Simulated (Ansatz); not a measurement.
Stepwise reaction of `F[Si](Cl)(Cl)O[SiH3]` with hydrogen, as a gas-phase model of exchange steps in deposition or etching. ΔE in kJ/mol; ΔG adds harmonic PBE0-D4 terms to CCSD(T)/CBS, at 1 bar.

Calculated with Ansatz (gas phase, PBE0-D4/def2-TZVP geometries, no zero-point term in ΔE). CBS: MP2 limit from def2 TZ/QZ plus the TZ coupled-cluster correction, frozen cores. This one scheme is used for every species. Functionals use def2-TZVPP. B3LYP here is the variant with VWN-RPA as its local correlation; programs differ in this. Each species was taken in one conformer, which may not be the lowest.

```csv
step,reaction,PBE-D4,B3LYP-D4,ωB97M-V,CCSD(T)/CBS,ΔG(500 K)
2,`F[SiH](Cl)O[SiH3]` + H₂ → `F[SiH2]O[SiH3]` + HCl,93.7,91.9,94.0,92.1,86.9
```

(1) Give the row of step 1, `F[Si](Cl)(Cl)O[SiH3]` + H₂ → `F[SiH](Cl)O[SiH3]` + HCl. (An estimate is asked.)

(2) By hand: ΔE of the 2 steps together at CCSD(T)/CBS.

Answers

(1) Ansatz gave: 
```
step                                                 reaction  PBE-D4  B3LYP-D4  ωB97M-V  CCSD(T)/CBS  ΔG(500 K)
   1  `F[Si](Cl)(Cl)O[SiH3]` + H₂ → `F[SiH](Cl)O[SiH3]` + HCl    77.2      75.9     77.6         75.5       70.4
```

(2) (75.5) + (92.1) = 167.6 kJ/mol, or 83.8 kJ/mol a step.

In ΔE each step is higher than the one before. All are uphill at CCSD(T)/CBS. ΔG lies between 70.4 and 86.9 kJ/mol a step. PBE-D4 differs from CCSD(T)/CBS by 1.6 to 1.7 kJ/mol a step. Only this route is followed, and other bonds may react first. Isolated molecules leave out the surface, adducts and barriers. Largest T1 diagnostic: 0.011.
